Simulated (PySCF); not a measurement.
## Tm⁶¹⁺ (thulium, charge +61): UHF calculation

Configuration: [He] 2s2 2p4, high-spin 3P determinant. Calculation: PySCF 2.14, in an uncontracted even-tempered set (19 s from 37 bohr⁻², ratio 2.2; 13 p from 48 bohr⁻², ratio 2.2; 5 d from 190 bohr⁻², ratio 2.4; 5 f from 280 bohr⁻², ratio 2.4; 4 g from 430 bohr⁻², ratio 2.4); the spin-free X2C one-electron Hamiltonian (Gaussian nucleus).

```json
{
 "Total energy": "-8461.348991 hartree",
 "One-electron energy": "-8871.6990 hartree",
 "Hartree (Coulomb) energy": "517.6134 hartree",
 "Exchange energy": "-107.2634 hartree",
 "⟨S²⟩": "2.0000",
 "⟨L²⟩": "2.000",
 "Sum of ⟨r⟩": "0.4915 bohr",
 "Sum of ⟨r²⟩": "0.04238 bohr²",
 "Traceless quadrupole moment −½Σ⟨3z² − r²⟩ along its main axis": "-0.00255 e·bohr²"
}
```

```json
{"shell": "1s α", "electrons": "1", "mean orbital energy (eV)": "-65529.0", "spread (eV)": "0", "rms radius, mean of both spins (bohr)": "0.0226"}
{"shell": "1s β", "electrons": "1", "mean orbital energy (eV)": "-65469.8", "spread (eV)": "0", "rms radius, mean of both spins (bohr)": "0.0226"}
{"shell": "2s α", "electrons": "1", "mean orbital energy (eV)": "-15434.1", "spread (eV)": "0", "rms radius, mean of both spins (bohr)": "0.0891"}
{"shell": "2s β", "electrons": "1", "mean orbital energy (eV)": "-15316.3", "spread (eV)": "0", "rms radius, mean of both spins (bohr)": "0.0891"}
{"shell": "2p α", "electrons": "3", "mean orbital energy (eV)": "-14348.6", "spread (eV)": "39.354", "rms radius, mean of both spins (bohr)": "0.0798"}
{"shell": "2p β", "electrons": "1", "mean orbital energy (eV)": "-14283.7", "spread (eV)": "0", "rms radius, mean of both spins (bohr)": "0.0798"}
```

Spin-orbit coupling is strong in this species (close to jj coupling), so the high-spin LS determinant is a model state, not a physical level.

Densities and radii are taken from the X2C orbitals without a picture-change correction, which distorts them close to the nucleus.

Spin-orbit constants ζ (cm⁻¹) from the X2C one-electron operator on these orbitals: bare nucleus, nucleus screened by l(l+1)(2l+1)/3 electrons, and screened by the Breit-Pauli mean field of the electrons.

```
shell     bare  screened nucleus  mean field
   2p  5355000           5200000     5157000
```

To first order the Landé constant is A = -2579000 cm⁻¹, so the lowest level has J = 2 and lies 320 eV below the centre of the term. This holds in LS coupling only, and this species is close to jj coupling.
